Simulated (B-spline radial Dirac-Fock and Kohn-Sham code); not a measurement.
Z = 54 (xenon), transition energy 32.8 keV. Method: a Dirac-Hartree-Slater potential of the neutral atom with a Latter tail (no hole, which puts coefficients of high multipoles low close above an edge), finite nucleus with surface currents. Computed with a radial atomic solver. The K shell is not open to conversion at this energy. Subshells that would emit electrons below 1 keV are left out.

Question: A pure transition shows α(L) = 389000, L1/L2 = 0.0108 and L1/L3 = 0.00810. What is its multipolarity?
A. M4
B. E2
C. M1
D. M2
E. E4
F. E1
G. M3
H. E3

Answer: E. For comparison, α(L), L1/L2, L1/L3 are E1 0.595, 2.84, 1.86; E2 93.3, 0.0331, 0.0234; E3 8260, 0.00497, 0.00367; M1 2.45, 11.9, 50.5; M2 158, 10.8, 2.61; M3 10600, 8.09, 0.400; M4 523000, 6.27, 0.159.
